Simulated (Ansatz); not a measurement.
Ansatz (a program for electronic structure) input file for CaO2, SMILES [O]1[O][Ca]1, PBE-D3(BJ)/def2-TZVP. 

Ansatz 0.2 input:
```yaml
crystal:
  periodic: [false, false, false]
  atoms:
    - {symbol: Ca, position_ang: [0.00000000, 0.00000000, 0.80875289]}
    - {symbol: O, position_ang: [0.00000000, -0.74238043, -1.01094112]}
    - {symbol: O, position_ang: [0.00000000, 0.74238043, -1.01094112]}
basis:
  gaussian:
    orbitals: def2-TZVP
hamiltonian:
  xc: pbe
  dispersion: d3bj
relax: {f_tol: 0.002, max_steps: 200}
```

Log of the run:

```
WARN ansatz: RAYON_NUM_THREADS=1 ignored (pool sized by the plan → 1); use --threads N
Functional definition: PBE
integrals: 0.03 GiB planned
669 factors; their error is unknown
mean field: 0.22 GiB planned
mean field evaluation 1: about -22511.6302 eV, gradient 7.1e1 eV
mean field evaluation 2: about -22056.9282 eV, gradient 3.1e2 eV
mean field evaluation 4: about -22498.7849 eV, gradient 7.8e1 eV
mean field evaluation 8: about -22522.2030 eV, gradient 4.6e-1 eV
mean field evaluation 16: about -22522.1611 eV, gradient 1.3e-3 eV
mean field evaluation 32: about -22512.1662 eV, gradient 8.0e0 eV
mean field evaluation 64: about -22513.3907 eV, gradient 8.3e0 eV
mean field -22522.16114529 eV, -827.6741560202 hartree, gradient 3.1e-5 eV, S^2 0.000000; 7 other end points of the search recorded, 0 dependent functions left out
the calculation of the forces begins
reference -22522.16120586 eV, -827.6741582464 hartree; 18, 18 occupied and 80, 80 virtual orbitals, 669 factors
relax step   1: F+E_penalty+E_count = -22522.19203507 eV  Δ(F+E_penalty+E_count) = +0.000e0 eV  max|allowed force component| = 7.061e-1 eV/Å  Δτ_max = 0.0000 Å  (200 SCF iters, accepted)
these checks for a lower state are left out or cut short: starts, cluster_reference, orbital_swaps, neighbouring_geometries, increment
integrals: 0.03 GiB planned
669 factors; their error is unknown
mean field: 0.22 GiB planned
mean field -22522.17105122 eV, -827.6745200565 hartree, gradient 1.7e-5 eV, S^2 0.000000; 0 other end points of the search recorded, 0 dependent functions left out
the calculation of the forces begins
reference -22522.17111201 eV, -827.6745222903 hartree; 18, 18 occupied and 80, 80 virtual orbitals, 669 factors
relax step   2: F+E_penalty+E_count = -22522.20195512 eV  Δ(F+E_penalty+E_count) = -9.920e-3 eV  max|allowed force component| = 4.125e-1 eV/Å  Δτ_max = 0.0070 Å  (32 SCF iters, accepted)
these checks for a lower state are left out or cut short: starts, cluster_reference, orbital_swaps, neighbouring_geometries, increment
integrals: 0.03 GiB planned
669 factors; their error is unknown
mean field: 0.22 GiB planned
mean field -22522.17559001 eV, -827.6746868540 hartree, gradient 1.8e-5 eV, S^2 0.000000; 0 other end points of the search recorded, 0 dependent functions left out
the calculation of the forces begins
reference -22522.17565118 eV, -827.6746891020 hartree; 18, 18 occupied and 80, 80 virtual orbitals, 669 factors
relax step   3: F+E_penalty+E_count = -22522.20653828 eV  Δ(F+E_penalty+E_count) = -4.583e-3 eV  max|allowed force component| = 2.367e-2 eV/Å  Δτ_max = 0.0103 Å  (32 SCF iters, accepted)
these checks for a lower state are left out or cut short: starts, cluster_reference, orbital_swaps, neighbouring_geometries, increment
integrals: 0.03 GiB planned
669 factors; their error is unknown
mean field: 0.22 GiB planned
mean field evaluation 96: about -22522.1756 eV, gradient 1.8e-5 eV
mean field -22522.17560239 eV, -827.6746873088 hartree, gradient 1.8e-5 eV, S^2 0.000000; 0 other end points of the search recorded, 0 dependent functions left out
the calculation of the forces begins
reference -22522.17566358 eV, -827.6746895578 hartree; 18, 18 occupied and 80, 80 virtual orbitals, 669 factors
relax step   4: F+E_penalty+E_count = -22522.20655432 eV  Δ(F+E_penalty+E_count) = -1.604e-5 eV  max|allowed force component| = 6.058e-4 eV/Å  Δτ_max = 0.0007 Å  (34 SCF iters, accepted)
integrals: 0.03 GiB planned
669 factors; their error is unknown
mean field: 0.22 GiB planned
mean field evaluation 128: about -22513.2702 eV, gradient 8.3e0 eV
mean field evaluation 160: about -22504.2455 eV, gradient 6.0e1 eV
mean field -22522.17560239 eV, -827.6746873088 hartree, gradient 1.8e-5 eV, S^2 0.000000; 8 other end points of the search recorded, 0 dependent functions left out
the calculation of the forces begins
reference -22522.17566358 eV, -827.6746895578 hartree; 18, 18 occupied and 80, 80 virtual orbitals, 669 factors
Total energy: -22522.20661551 eV, -827.6758270202 hartree
Atom 0 at     0.000000     0.000000     0.816521 Å, force     0.000000    -0.000000     0.000182 eV/Å
Atom 1 at    -0.000000    -0.759529    -1.014825 Å, force     0.000000    -0.000606    -0.000091 eV/Å
Atom 2 at     0.000000     0.759529    -1.014825 Å, force    -0.000000     0.000606    -0.000091 eV/Å
Dipole moment:    -0.000000     0.000000     1.992111 e Å
```

The run converged.
